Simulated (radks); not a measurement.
Results of a calculation; reference values are marked as such.
Removal energies from the cobalt ion Co4+, [Ar] 3d5, by Delta-SCF beside the eigenvalue of the level emptied. Code: a radial shooting solver on a logarithmic mesh with Libxc functionals. Model: non-relativistic Kohn-Sham, PBE, spin-polarised, spherical densities, point nucleus. Open shells are filled with parallel spins first.

removed from	final configuration	Delta-SCF (eV)	-eigenvalue (eV)
3d	[Ar] 3d4	80.030	68.656
3p	[Ne] 3s2 3p5 3d5	131.89	120.63
3s	[Ne] 3s1 3p6 3d5	167.26	155.81
2p	[He] 2s2 2p5 3s2 3p6 3d5	860.40	827.75
